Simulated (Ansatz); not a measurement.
Basis-set extrapolation for C2H2Cl2Si (`ClC1=C(Cl)[SiH2]1`) (PBE0-D4/def2-TZVP geometry, frozen core, Ansatz 0.2.0). Multiplicity 1, RHF reference.

```json
{"": "HF", "def2-TZVPP": "-1284.814454", "def2-QZVPP": "-1284.851953"}
{"": "MP2 correlation", "def2-TZVPP": "-0.801433", "def2-QZVPP": "-0.868642"}
{"": "CCSD(T) correlation", "def2-TZVPP": "-0.888495", "def2-QZVPP": "not run"}
```

Energies in hartree. Use E(X) = E(∞) + A·exp(−7.88·√X) for Hartree–Fock and E(X) = E(∞) + B·X^(−2.97) for correlation, with X = 3 and 4, and add CCSD(T) minus MP2 of the smaller set to the MP2 limit.

Q: What is the CCSD(T) energy at the basis-set limit?

A: HF limit: -1284.851953 + (-0.037499) × 0.13774 = -1284.85712. MP2 limit: -0.868642 + (-0.067209) × 0.74074 = -0.91843. Higher-order term: -0.888495 − (-0.801433) = -0.08706. Total: -1285.86261 hartree, 419.2 kJ/mol below CCSD(T)/def2-TZVPP.
